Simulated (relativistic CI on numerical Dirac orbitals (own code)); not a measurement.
# Hyperfine structure of Pd⁷⁺, mass number 105

Calculated at this level of theory: Dirac-Coulomb-Breit CI, orbitals from a KLI potential per configuration, a model potential for QED, unscaled Slater integrals (own radial code, finite nucleus).

Configurations in the expansion (outside the closed core [Ar] 3d10): 4s2 4p6 4d3, 4s2 4p6 4d2 5s, 4s2 4p6 4d2 4f, 4s2 4p5 4d4, 4s2 4p6 4d2 5p, 4s 4p6 4d4, 4s2 4p6 4d 5s 5p, 4s2 4p6 4d2 5d, 4s2 4p6 4d 4f 5s, 4s2 4p6 4d2 6s, 4s2 4p6 4d2 6p, 4s2 4p6 4d 5s2, 4s2 4p6 4f 5s2, 4s2 4p6 5s2 5p, 4s2 4p6 5s2 5d, 4s2 4p6 4d 4f2, 4s2 4p6 4f2 5s, 4s2 4p6 4f3, 4s2 4p6 4f2 5p, 4s2 4p6 4f2 5d, 4s2 4p6 4d 5p2, 4s2 4p6 5s 5p2, 4s2 4p6 4f 5p2, 4s2 4p6 5p3, 4s2 4p6 5p2 5d, 4s2 4p6 4d 4f 5p, 4s2 4p6 4f 5s 5p, 4s2 4p6 4f 5p 5d. Double excitations out of closed p, d and f shells are left out; levels of such configurations are missing from the list, as are those of other unlisted configurations, and high levels can miss mixing partners. These lack a partner that the ground configuration has and come out too high: 4s2 4p6 4d2 6s, 4s2 4p6 4d2 6p.

Nuclear spin I = 5/2, μ = -0.642 μN, Q = 0.66 b (tables of Stone and Pyykkö). The electronic factors are computed for point nuclear moments, without core polarisation or the Bohr-Weisskopf and QED corrections.

```csv
Level,E (cm⁻¹),A (MHz),B (MHz)
4s2 4p6 4d3 4F_3/2,0.0,-442.2,-284
4s2 4p6 4d3 4F_5/2,2371.9,-268.6,-274
4s2 4p6 4d3 4F_7/2,5134.3,-221.6,-354
4s2 4p6 4d3 4F_9/2,8015.7,-216.6,-484
4s2 4p6 4d3 4P_3/2,17340.6,-229,-550
4s2 4p6 4d3 4P_1/2,17661.9,223.3,
4s2 4p6 4d3 4P_5/2,21226.6,-95.21,715
4s2 4p6 4d3 2G_7/2,22130.2,-319.4,432
```

Levels with J = 0, under 50 % of one LS term, or S terms without an open s electron are left out. Small factors come from cancelling terms and can be off by tens of per cent or more.

At this charge configurations can still be misplaced by up to about 7 % of their energy. Terms inside the open d or f shell come out 10 to 20 % too wide with unscaled integrals.

Q: Give the hyperfine levels of 4s2 4p6 4d3 4F_3/2 relative to its centre of gravity.

A: With K = F(F + 1) − I(I + 1) − J(J + 1), E = AK/2 + B[¾K(K + 1) − I(I + 1)J(J + 1)]/[2I(2I − 1)J(2J − 1)]: F = 1: 2123, F = 2: 1466, F = 3: 266.6, F = 4: -1729 MHz.

LS names give the leading component of a level, which can be under half, so a name can repeat, a term be missing and a line seem to break the LS rules.
